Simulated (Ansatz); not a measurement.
`O=C([SiH3])C=[Se]` + NH₃ → `NC(=O)[SiH3]` + `C=[Se]` at 298.15 K and 1 bar (substitution at a C–C bond).

Gas-phase electronic energies from Ansatz, PBE0-D4/def2-TZVP geometries. CCSD(T)/CBS adds triple-zeta CCSD(T) − MP2 to the extrapolated MP2 energy (def2 sets, frozen cores). This one scheme is used for every species. For Se outer-core shells are correlated without core-valence functions, which leaves a few kJ/mol of doubt a bond. Scalar relativity is left out up to krypton. One conformer a species, not always the lowest.

```tsv
species	CCSD(T)/CBS energy (Eh)	H − E (kJ/mol)	S (J/(mol·K))
`O=C([SiH3])C=[Se]`	-2843.40463	150.8	355.1
NH₃	-56.50880	100.5	192.4
`NC(=O)[SiH3]`	-460.00765	177.2	314.1
`C=[Se]`	-2439.91603	73.7	242.8
```

H − E and S are ideal-gas, rigid-rotor, harmonic terms from PBE0-D4/def2-TZVP, for one conformer and one mirror image of each species. 1 Eh = 2625.50 kJ/mol, R = 8.31446 J/(mol·K).

Question: By hand: ΔE, ΔH, ΔS and ΔG.

Answer: ΔE = (-460.00765) + (-2439.91603) − (-2843.40463) − (-56.50880) = -0.01025 Eh = -26.9 kJ/mol. Δ(H − E) = 177.2 + 73.7 − 150.8 − 100.5 = -0.4, so ΔH = -27.3 kJ/mol. ΔS = 314.1 + 242.8 − 355.1 − 192.4 = 9.4 J/(mol·K). ΔG = -27.3 − 298.15 × (9.4)/1000 = -30.1 kJ/mol.

Question: By hand: the equilibrium constant, and the temperature at which ΔG would vanish if ΔH and ΔS stayed fixed.

Answer: log₁₀ K = −ΔG/(RT ln 10) = 5.3. ΔH and −TΔS have one sign here, so there is no such temperature.

The number of gas molecules stays the same, so ΔS is small and ΔH decides. A doubt of 5 kJ/mol in ΔE shifts log₁₀ K by 0.9 here. Other conformers and mirror images would add mixing entropy, several J/(mol·K) or more a flexible species. These are equilibria of isolated gas molecules and say nothing of rates. Largest T1 diagnostic: 0.016 (customary marks: 0.02 for closed shells, 0.045 for open ones).

ΔS is within the doubt of such terms, so its sign, and with it that verdict, could turn.
